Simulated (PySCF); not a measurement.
**Ionisation energy of Tc⁺ by level of theory**

Tc⁺ [Kr] 4d5 5s1 (7S) → Tc²⁺ [Kr] 4d5 (6S), as a difference of total energies. Calculation: PySCF 2.14, in def2-QZVPPD with the def2 core potential (28 electrons); a scalar-relativistic core potential. Correlated levels: valence: 4s2 4p6 frozen; valence and next inner shell: nothing frozen outside the core potential. The calculations carry no spin-orbit coupling.

```tsv
method	ionisation energy (eV)
UHF	14.290
LDA	16.010
PBE	15.712
PBE0	15.422
r2SCAN	15.669
PBEsol	15.747
CAM-B3LYP	15.295
M06	14.980
r2SCAN0	15.449
MP2 (valence)	14.869
SCS-MP2 (valence)	14.483
MP2 (valence and next inner shell)	15.261
SCS-MP2 (valence and next inner shell)	14.870
```

Errors of the correlated levels include the incompleteness of this basis and the frozen core.

**Question.** Which method comes closest to the reference value, and which is furthest?

**Answer.** The reference is 15.26 eV (semi-empirical (NIST evaluation); NIST Atomic Spectra Database, ionization energies). Closest: MP2 (valence and next inner shell) (error 0.001 eV); furthest: UHF (error -0.970 eV).
